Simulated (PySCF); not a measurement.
H₁₀Si₄, SMILES [SiH3][SiH]([SiH3])[SiH3].

The structure is a stationary point at PBE0-D3(BJ)/def2-SVP.

Level of theory: PBE0-D3(BJ)/def2-SVP (PySCF).

Frequencies are harmonic and unscaled.

Modes within 1.5 cm⁻¹ of each other (mostly degenerate sets) share a row, with their intensities summed.

Computed harmonic wavenumbers and intensities:
```json
[
 {"mode": "1", "ν (cm⁻¹)": "84", "IR (km/mol)": "0.0", "Raman (Å⁴/amu)": "0.0", "depolarisation": "–", "moving atoms (share of kinetic energy)": "H 100 %"},
 {"mode": "2–3", "ν (cm⁻¹)": "86", "IR (km/mol)": "2.3", "Raman (Å⁴/amu)": "3.9", "depolarisation": "0.75", "moving atoms (share of kinetic energy)": "Si 71 %, H 29 %"},
 {"mode": "4–5", "ν (cm⁻¹)": "95", "IR (km/mol)": "0.3", "Raman (Å⁴/amu)": "0.5", "depolarisation": "0.75", "moving atoms (share of kinetic energy)": "H 90 %, Si 10 %"},
 {"mode": "6", "ν (cm⁻¹)": "106", "IR (km/mol)": "1.7", "Raman (Å⁴/amu)": "1.3", "depolarisation": "0.23", "moving atoms (share of kinetic energy)": "Si 76 %, H 24 %"},
 {"mode": "7", "ν (cm⁻¹)": "354", "IR (km/mol)": "0.6", "Raman (Å⁴/amu)": "30.7", "depolarisation": "0.05", "moving atoms (share of kinetic energy)": "Si 86 %, H 14 %"},
 {"mode": "8–9", "ν (cm⁻¹)": "421", "IR (km/mol)": "21.3", "Raman (Å⁴/amu)": "2.8", "depolarisation": "0.75", "moving atoms (share of kinetic energy)": "H 88 %, Si 12 %"},
 {"mode": "10–11", "ν (cm⁻¹)": "451", "IR (km/mol)": "3.3", "Raman (Å⁴/amu)": "23.8", "depolarisation": "0.75", "moving atoms (share of kinetic energy)": "Si 69 %, H 31 %"},
 {"mode": "12", "ν (cm⁻¹)": "460", "IR (km/mol)": "0.0", "Raman (Å⁴/amu)": "0.0", "depolarisation": "–", "moving atoms (share of kinetic energy)": "H 92 %, Si 8 %"},
 {"mode": "13", "ν (cm⁻¹)": "565", "IR (km/mol)": "20.2", "Raman (Å⁴/amu)": "7.8", "depolarisation": "0.71", "moving atoms (share of kinetic energy)": "H 74 %, Si 26 %"},
 {"mode": "14–15", "ν (cm⁻¹)": "568", "IR (km/mol)": "0.0", "Raman (Å⁴/amu)": "21.1", "depolarisation": "0.75", "moving atoms (share of kinetic energy)": "H 70 %, Si 30 %"},
 {"mode": "16–17", "ν (cm⁻¹)": "690", "IR (km/mol)": "154.2", "Raman (Å⁴/amu)": "31.1", "depolarisation": "0.75", "moving atoms (share of kinetic energy)": "H 89 %, Si 11 %"},
 {"mode": "18–19", "ν (cm⁻¹)": "853", "IR (km/mol)": "726.5", "Raman (Å⁴/amu)": "18.1", "depolarisation": "0.75", "moving atoms (share of kinetic energy)": "H 91 %, Si 9 %"},
 {"mode": "20", "ν (cm⁻¹)": "892", "IR (km/mol)": "54.9", "Raman (Å⁴/amu)": "3.1", "depolarisation": "0.52", "moving atoms (share of kinetic energy)": "H 91 %, Si 9 %"},
 {"mode": "21", "ν (cm⁻¹)": "928", "IR (km/mol)": "0.0", "Raman (Å⁴/amu)": "0.0", "depolarisation": "–", "moving atoms (share of kinetic energy)": "H 97 %"},
 {"mode": "22–23", "ν (cm⁻¹)": "931", "IR (km/mol)": "9.2", "Raman (Å⁴/amu)": "106.2", "depolarisation": "0.75", "moving atoms (share of kinetic energy)": "H 98 %"},
 {"mode": "24–26", "ν (cm⁻¹)": "936", "IR (km/mol)": "184.6", "Raman (Å⁴/amu)": "41.0", "depolarisation": "0.75", "moving atoms (share of kinetic energy)": "H 97 %"},
 {"mode": "27", "ν (cm⁻¹)": "2199", "IR (km/mol)": "29.8", "Raman (Å⁴/amu)": "168.0", "depolarisation": "0.56", "moving atoms (share of kinetic energy)": "H 97 %"},
 {"mode": "28–29", "ν (cm⁻¹)": "2216", "IR (km/mol)": "168.2", "Raman (Å⁴/amu)": "7.9", "depolarisation": "0.75", "moving atoms (share of kinetic energy)": "H 99 %"},
 {"mode": "30", "ν (cm⁻¹)": "2221", "IR (km/mol)": "11.9", "Raman (Å⁴/amu)": "772.4", "depolarisation": "0.00", "moving atoms (share of kinetic energy)": "H 99 %"},
 {"mode": "31–33", "ν (cm⁻¹)": "2228", "IR (km/mol)": "10.5", "Raman (Å⁴/amu)": "59.5", "depolarisation": "0.75", "moving atoms (share of kinetic energy)": "H 96 %"},
 {"mode": "34–36", "ν (cm⁻¹)": "2232", "IR (km/mol)": "494.6", "Raman (Å⁴/amu)": "662.0", "depolarisation": "0.75", "moving atoms (share of kinetic energy)": "H 96 %"}
]
```
